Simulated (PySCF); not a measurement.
Coordinates in bohr (charge 0 multiplicity 1):
```
Y     0.0000    0.0000    0.0000
H     3.7427    0.0000    0.0000
H    -1.8714    3.2413    0.0000
H    -1.8713   -3.2413    0.0000
```

Method: PBE0/[Y x2c-TZVPall, H x2c-TZVPall], spin-free X2C, density fitting, no spin–orbit coupling, PySCF.

This geometry of YH3 is a stationary point at this level.

Problem. What is the point group?

Solution. D3h.

Problem. Is it a minimum?

Solution. No: it has 1 imaginary mode, at 140i cm⁻¹ (a2'').

Problem. Which band is strongest in the infrared?

Solution. 1446 cm⁻¹ (e'), 1732 km/mol.

Problem. What are the dipole moment and the gap between the highest occupied and lowest empty levels?

Solution. 0.00 D and 4.93 eV.

Problem. Give the atomic charges and bond orders.

Solution. 
```csv
atom,Mulliken,Löwdin,polar tensor,Mayer order to Y1
Y1,0.65,0.58,1.64,–
"H2,3,4",-0.22,-0.19,-0.55,0.94
```

This need not be the most stable arrangement of these atoms.
